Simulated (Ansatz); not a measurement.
Problem. Name a neutral molecule of C, F, Hf, O and H with size of the dipole moment (B3LYP/def2-TZVPP) between 3.20 and 3.50 D and size of the dipole moment (PBE/def2-TZVPP) between 3.15 and 3.45 D (Ansatz, PBE0-D4/def2-TZVP geometry).

Solution. `C[O][Hf]([F])([F])[O]C` (3.30 D, 3.19 D). Other molecules can fit too; these were computed, each in one conformer that needn't be the lowest.

B3LYP here is the variant with VWN-RPA as its local correlation; programs differ in this.
